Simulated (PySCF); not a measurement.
# MnCl₄: fields on a plane

These are results of PySCF, UPBE, basis Mn def2-SVP, Cl def2-SVP (no relativity, density fitting), not measurements.

The quartet minimum has Mn–Cl 2.129 Å (×4); Cl–Mn–Cl 97.6° (×2), Cl–Mn–Cl 115.7° (×4).

The plane holds Mn1 at (0.00, 0.00), Cl2 at (2.13, 0.00), Cl3 at (-0.92, 1.92) Å. Columns run from x = -2.85 to 4.35 Å, rows from y = 4.35 (top) to -1.95 Å, in steps of 0.3 Å. Other isomers or separated fragments may lie lower.

Task: Give the electron localisation function (set to 0 where the density is under 0.005 e/Å³). Lower edges of the bins: '0' 0.000, '1' 0.090, '2' 0.180, '3' 0.270, '4' 0.360, '5' 0.450, '6' 0.540, '7' 0.630, '8' 0.720, '9' 0.810; top 0.90.

Result: 
```
0000000000000000000000000
0000000000000000000000000
0000112221000000000000000
0012344554310000000000000
0124567776531000000000000
0246789998752000000000000
1468997899863000000000000
2579932159963000000000000
2589917919862000121100000
2579917539851003455420000
1468984588520136777642000
0257899862111268999864100
0024565313421389999975200
0001221158972397117985310
0000010381283391991986310
0000000382182491991996310
0000010279861497117986310
0000011124311489999975300
0000001111001368999864200
0000000011100136777652000
0000000000100013455420000
0000000000000000121100000
```

Task: Give the spin density (e/Å³) (cut at ±0.5 e/Å³). Lower edges of the bins (e/Å³): '0' -0.056, '1' 0.000, '2' 0.055, '3' 0.111, '4' 0.167, '5' 0.222, '6' 0.278, '7' 0.333, '8' 0.389, '9' 0.444; top 0.50.

Result: 
```
1111111111111111111111111
1111111111111111111111111
1111000000111111111111111
1110000000111111111111111
1110000000111111111111111
1110000001111111111111111
1111100011111111111111111
1111110011111111111111111
1111112211111111111111111
1111110000011111111111111
1111100000111111111000111
1111000001111101111000011
1111101124752101111000001
1111111289994100110000001
1111111499994100100000001
1111111599994100010000001
1111111499982100011110011
1111111258531100111111111
1111111112211100111111111
1111111111111111111111111
1111111111111111111111111
1111111111111111111111111
```

Other spin states or occupations of the open shell can lie lower.
